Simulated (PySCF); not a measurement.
CH5FInN, SMILES [CH3][In]([NH2])[F].

Geometry: B3LYP-D3(BJ)/def2-SVP. The structure was generated by enumeration; whether it is a known compound was not checked. The def2 effective core potentials stand for the cores of In; spin–orbit coupling is left out. One conformer was computed; it need not be the lowest.

Computed with PBE/def2-TZVP (PySCF).

```yaml
total_energy: -385.75376 hartree
highest_occupied_level: -5.94 eV
lowest_empty_level: -1.88 eV
orbital_gap: 4.06 eV
dipole_moment: 3.56 D
quadrupole, principal values (traceless, Buckingham form, about the centre of nuclear charge): -7.63, 0.32, 7.31 D·Å
mean_static_polarisability: 58.1 bohr³ (8.62 Å³)
polarisability_principal_values: 43.9, 53.7, 76.8 bohr³
```
